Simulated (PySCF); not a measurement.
C4H13O2Si, charge +2, quartet, at a GFN2-xTB geometry of the parent state (a state made from the parent by changing its charge; the spin is typed, not shown lowest); CAMB3LYP/STO-3G (PySCF).

PySCF was given this input:
```python
from pyscf import gto, scf, dft

mol = gto.Mole()
mol.atom = '''
    C    -1.92925911   -1.25907693   -1.24851295
    O    -0.71176620   -0.69115624   -0.80831918
    Si   -0.25509968    0.32541663    0.33612561
    C    -0.67182486    2.15085049    0.10822801
    C    -0.15494364   -0.39030605    2.08187208
    O     1.50194188    0.37773446   -0.26872542
    C     2.29303448   -0.78210972   -0.55217992
    H    -1.70501146   -1.86462644   -2.12530813
    H    -2.35820402   -1.88700176   -0.46860548
    H    -2.63845515   -0.47748127   -1.51639121
    H    -1.72082946    2.33510923    0.32315598
    H    -0.10582627    2.80072822    0.77014024
    H    -0.49671958    2.48136616   -0.91466738
    H    -1.13694046   -0.43139931    2.54604367
    H     0.47237155    0.20273905    2.74247402
    H     0.23398734   -1.40799559    2.08081981
    H     2.05104430    1.10996727    0.03932282
    H     2.76587305   -1.16432243    0.35197743
    H     1.61742256   -1.52829167   -0.95968288
    H     3.04923673   -0.53339660   -1.29512380
'''
mol.basis = 'sto-3g'
mol.charge = 2
mol.spin = 3
mol.verbose = 4
mol.build()

mf = dft.UKS(mol)
mf.xc = 'camb3lyp'
mf.kernel()
```

Question: What does PySCF print? Leave out banner, timings and long lists.

Answer: 
```
PySCF version 2.14.0

[INPUT] verbose = 4
[INPUT] num. atoms = 20
[INPUT] num. electrons = 65
[INPUT] charge = 2
[INPUT] spin (= nelec alpha-beta = 2S) = 3
[INPUT] symmetry False subgroup None
[INPUT] Mole.unit = angstrom
[INPUT] Symbol           X                Y                Z      unit          X                Y                Z       unit  Magmom
[INPUT]  1 C     -1.929259110000  -1.259076930000  -1.248512950000 AA   -3.645771341222  -2.379310567458  -2.359347538473 Bohr   0.0
[INPUT]  2 O     -0.711766200000  -0.691156240000  -0.808319180000 AA   -1.345043182722  -1.306096002884  -1.527501871433 Bohr   0.0
[INPUT]  3 Si    -0.255099680000   0.325416630000   0.336125610000 AA   -0.482068529664   0.614948307079   0.635185346352 Bohr   0.0
[INPUT]  4 C     -0.671824860000   2.150850490000   0.108228010000 AA   -1.269564989074   4.064518360987   0.204521297907 Bohr   0.0
[INPUT]  5 C     -0.154943640000  -0.390306050000   2.081872080000 AA   -0.292801044343  -0.737571539261   3.934168057579 Bohr   0.0
[INPUT]  6 O      1.501941880000   0.377734460000  -0.268725420000 AA    2.838258808214   0.713814677210  -0.507817446509 Bohr   0.0
[INPUT]  7 C      2.293034480000  -0.782109720000  -0.552179920000 AA    4.333207161384  -1.477973170160  -1.043468820284 Bohr   0.0
[INPUT]  8 H     -1.705011460000  -1.864626440000  -2.125308130000 AA   -3.222004698645  -3.523633296223  -4.016250296012 Bohr   0.0
[INPUT]  9 H     -2.358204020000  -1.887001760000  -0.468605480000 AA   -4.456359743648  -3.565916522972  -0.885536017670 Bohr   0.0
[INPUT] 10 H     -2.638455150000  -0.477481270000  -1.516391210000 AA   -4.985957625448  -0.902308829910  -2.865564084598 Bohr   0.0
[INPUT] 11 H     -1.720829460000   2.335109230000   0.323155980000 AA   -3.251896386483   4.412716915644   0.610676297715 Bohr   0.0
[INPUT] 12 H     -0.105826270000   2.800728220000   0.770140240000 AA   -0.199982667084   5.292609285141   1.455354131107 Bohr   0.0
[INPUT] 13 H     -0.496719580000   2.481366160000  -0.914667380000 AA   -0.938663966909   4.689102457164  -1.728470843273 Bohr   0.0
[INPUT] 14 H     -1.136940460000  -0.431399310000   2.546043670000 AA   -2.148506089337  -0.815226546226   4.811325237483 Bohr   0.0
[INPUT] 15 H      0.472371550000   0.202739050000   2.742474020000 AA    0.892652858536   0.383121279255   5.182524801535 Bohr   0.0
[INPUT] 16 H      0.233987340000  -1.407995590000   2.080819810000 AA    0.442171989215  -2.660726049695   3.932179555470 Bohr   0.0
[INPUT] 17 H      2.051044300000   1.109967270000   0.039322820000 AA    3.875911996350   2.097534147531   0.074309360246 Bohr   0.0
[INPUT] 18 H      2.765873050000  -1.164322430000   0.351977430000 AA    5.226742559815  -2.200250513388   0.665140944728 Bohr   0.0
[INPUT] 19 H      1.617422560000  -1.528291670000  -0.959682880000 AA    3.056485666093  -2.888052694754  -1.813537809634 Bohr   0.0
[INPUT] 20 H      3.049236730000  -0.533396600000  -1.295123800000 AA    5.762222308664  -1.007973489774  -2.447429279406 Bohr   0.0

nuclear repulsion = 428.180149387881
number of shells = 36
number of NR pGTOs = 156
number of NR cGTOs = 52
basis = sto-3g
ecp = {}

******** <class 'pyscf.dft.uks.UKS'> ********
method = UKS
initial guess = minao
damping factor = 0
level_shift factor = 0
DIIS = <class 'pyscf.scf.diis.CDIIS'>
diis_start_cycle = 1
diis_space = 8
diis_damp = 0
SCF conv_tol = 1e-09
SCF conv_tol_grad = None
SCF max_cycles = 50
direct_scf = True
direct_scf_tol = 1e-13
number electrons alpha = 34  beta = 31
XC library pyscf.dft.libxc version 7.1.2
    S. Lehtola, C. Steigemann, M. J. T. Oliveira, and M. A. L. Marques,  SoftwareX 7, 1–5 (2018)
XC functionals = camb3lyp
    T. Yanai, D. P. Tew, and N. C. Handy,  Chem. Phys. Lett. 393, 51 (2004)
radial grids:
    Treutler-Ahlrichs [JCP 102, 346 (1995); DOI:10.1063/1.469408] (M4) radial grids

becke partition: Becke, JCP 88, 2547 (1988); DOI:10.1063/1.454033
pruning grids: <function nwchem_prune>
grids dens level: 3
symmetrized grids: False
atomic radii adjust function: <function treutler_atomic_radii_adjust>
small_rho_cutoff = 0
Set gradient conv threshold to 3.16228e-05
tot grids = 231320
init E= -593.316271567551

cycle= 1 E= -591.648096243857  delta_E= 1.67  |g|= 0.349  |ddm|= 4.06

cycle= 2 E= -591.585137380613  delta_E= 0.063  |g|= 0.547  |ddm|= 1.18

cycle= 3 E= -591.750920995147  delta_E= -0.166  |g|= 0.141  |ddm|= 0.815

cycle= 4 E= -591.7645327212  delta_E= -0.0136  |g|= 0.0652  |ddm|= 0.368

cycle= 5 E= -591.771929616815  delta_E= -0.0074  |g|= 0.0341  |ddm|= 0.283

cycle= 6 E= -591.775248966009  delta_E= -0.00332  |g|= 0.019  |ddm|= 0.22

cycle= 7 E= -591.778167495788  delta_E= -0.00292  |g|= 0.013  |ddm|= 0.285

cycle= 8 E= -591.779652928413  delta_E= -0.00149  |g|= 0.00575  |ddm|= 0.257

cycle= 9 E= -591.779948360482  delta_E= -0.000295  |g|= 0.00369  |ddm|= 0.0774

cycle= 10 E= -591.780099808426  delta_E= -0.000151  |g|= 0.00297  |ddm|= 0.0489

cycle= 11 E= -591.780223570632  delta_E= -0.000124  |g|= 0.00245  |ddm|= 0.0382

cycle= 12 E= -591.780361437637  delta_E= -0.000138  |g|= 0.0013  |ddm|= 0.0673

cycle= 13 E= -591.780401109356  delta_E= -3.97e-05  |g|= 0.00111  |ddm|= 0.042

cycle= 14 E= -591.780409077767  delta_E= -7.97e-06  |g|= 0.00044  |ddm|= 0.0171

cycle= 15 E= -591.780410763737  delta_E= -1.69e-06  |g|= 0.000206  |ddm|= 0.00824

cycle= 16 E= -591.780411161741  delta_E= -3.98e-07  |g|= 0.000125  |ddm|= 0.00341

cycle= 17 E= -591.780411306082  delta_E= -1.44e-07  |g|= 6.95e-05  |ddm|= 0.00216

cycle= 18 E= -591.780411348101  delta_E= -4.2e-08  |g|= 4.25e-05  |ddm|= 0.00111

cycle= 19 E= -591.780411360475  delta_E= -1.24e-08  |g|= 2.59e-05  |ddm|= 0.000508

cycle= 20 E= -591.780411365647  delta_E= -5.17e-09  |g|= 1.21e-05  |ddm|= 0.000411

cycle= 21 E= -591.780411366423  delta_E= -7.75e-10  |g|= 6.61e-06  |ddm|= 0.000203

Extra cycle  E= -591.780411366648  delta_E= -2.25e-10  |g|= 5.36e-06  |ddm|= 3.66e-05
converged SCF energy = -591.780411366648  <S^2> = 3.754497  2S+1 = 4.0022479
```
